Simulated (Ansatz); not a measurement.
A run for Ansatz (a first-principles code): R-r2SCAN/def2-TZVPP on H4InNO (SMILES [NH2][InH][OH]), a point of a torsion scan. Elements past Kr take the def2 small-core potentials; no spin–orbit coupling.

Ansatz 0.2 input:
```yaml
crystal:
  periodic: [false, false, false]
  atoms:
    - {symbol: N, position_ang: [1.46452464, -0.58982385, -0.06655852]}
    - {symbol: In, position_ang: [-0.31945306, 0.39920801, 0.06452640]}
    - {symbol: O, position_ang: [-1.58628846, -0.59062140, 1.14833566]}
    - {symbol: H, position_ang: [1.83442055, -0.69995315, 0.87485530]}
    - {symbol: H, position_ang: [2.16737614, -0.06957108, -0.58629440]}
    - {symbol: H, position_ang: [-0.85822847, 1.82023621, -0.71863007]}
    - {symbol: H, position_ang: [-2.47819472, -0.26635282, 1.26006389]}
basis:
  gaussian:
    orbitals: def2-TZVPP
hamiltonian:
  xc: {name: r2SCAN}
scf: {lower_state_search: off}
```

Output:

```
WARN ansatz: RAYON_NUM_THREADS=1 ignored (pool sized by the plan → 1); use --threads N
Functional definition: r2SCAN
these checks for a lower state are left out or cut short: stability, starts, cluster_reference, orbital_swaps, neighbouring_geometries, increment
integrals: 0.07 GiB planned
930 factors; their error is unknown
mean field: 0.55 GiB planned
mean field evaluation 1: about -8761.8076 eV, gradient 9.5e1 eV
mean field evaluation 2: about -8647.4170 eV, gradient 2.2e2 eV
mean field evaluation 4: about -8776.6069 eV, gradient 2.8e1 eV
mean field evaluation 8: about -8778.0904 eV, gradient 1.2e-1 eV
mean field evaluation 16: about -8778.0865 eV, gradient 3.4e-4 eV
mean field -8778.08654552 eV, -322.5887305472 hartree, gradient 8.5e-7 eV, S^2 0.000000; 0 other end points of the search recorded, 0 dependent functions left out
reference -8778.08656327 eV, -322.5887311992 hartree; 20, 20 occupied and 148, 148 virtual orbitals, 930 factors
Total energy: -8778.08656327 eV, -322.5887311992 hartree
Checks for a lower state left out: stability, starts, cluster_reference, orbital_swaps, neighbouring_geometries, increment
```

Self-consistency was reached.

Cost: around 5 core-seconds (rough).
